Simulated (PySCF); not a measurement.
BeF (SMILES [Be][F]), doublet, geometry from GFN2-xTB (such geometries of metal compounds can be far from the true shape) (the spin is typed, not shown lowest). Base run: M062X/6-31G in PySCF.

The PySCF input:
```python
from pyscf import gto, scf, dft, solvent

mol = gto.M(
    atom='''
Be   -0.000000   -0.000000   -0.967263
F     0.000000    0.000000    0.429895
''',
    basis='6-31g',
    charge=0,
    spin=1,
    verbose=4,
)

mf = dft.UKS(mol)
mf.xc = 'm062x'
mf.kernel()
```

Each row names what was changed in the base input (with any setting that the change needs).

```tsv
change	ΔE vs base (kcal/mol)	dipole (D)
base	0.000	1.51
model = SS(V)PE; solvent = dichloromethane	-4.23	1.73
model = IEF-PCM; solvent = dichloromethane; r_probe = 0.5	-1.49	1.62
model = IEF-PCM; solvent = dichloromethane; vdw_scale = 1.1	-6.32	1.79
model = IEF-PCM; solvent = dichloromethane; lebedev_order = 11	-4.23	1.73
model = IEF-PCM; solvent = toluene	-2.41	1.64
model = IEF-PCM; solvent = 2-propanol	-4.67	1.74
model = COSMO; solvent = dichloromethane	-4.19	1.72
model = IEF-PCM; solvent = dichloromethane; vdw_scale = 1.4	-2.16	1.65
model = ddCOSMO; solvent = dichloromethane	-8.12	1.79
model = IEF-PCM; solvent = n-hexane	-1.87	1.61
model = IEF-PCM; solvent = dichloromethane; vdw_scale = 1.0	-9.81	1.88
```

The base is the gas phase, so ΔE is the electrostatic part of solvation at a fixed geometry, without cavity and dispersion terms.

Open shells are given as the SCF converged; they aren't shown to be the lowest states, and a large step between rows can be another state.
